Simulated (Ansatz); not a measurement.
`C[N](C)[Ge][Cl]` → `N/C(Cl)=[CH]/[GeH3]`  (isomerisation)

Gas-phase electronic energies from Ansatz, PBE0-D4/def2-TZVP geometries. CCSD(T)/CBS adds triple-zeta CCSD(T) − MP2 to the extrapolated MP2 energy (def2 sets, frozen cores). Functionals use def2-TZVPP. B3LYP here is the variant with VWN-RPA as its local correlation; programs differ in this. For Ge outer-core shells are correlated without core-valence functions, which leaves a few kJ/mol of doubt a bond. Scalar relativity is left out up to krypton. Each species was taken in one conformer, which may not be the lowest.

CCSD(T)/CBS gives +49.8 kcal/mol.

**Question.** Another level gave +48.3 kcal/mol. Which?
A. CCSD(T)/def2-TZVPP
B. PBE0/def2-TZVPP
C. B3LYP-D4/def2-TZVPP
D. ωB97M-V/def2-TZVPP

**Answer.** B. PBE0 48.3, B3LYP-D4 52.6, ωB97M-V 49.8, CCSD(T)/def2-TZVPP 47.2 kcal/mol.

Largest T1 diagnostic among the species: 0.014.

In def2-TZVPP, CCSD(T) changes the Hartree–Fock value by −1.4 kcal/mol (the triples alone add −0.4 kcal/mol) and MP2 by −1.3 kcal/mol. From PBE to PBE0 (25 % exact exchange), in def2-TZVPP and without D4, ΔE moves by −1.1 kcal/mol.
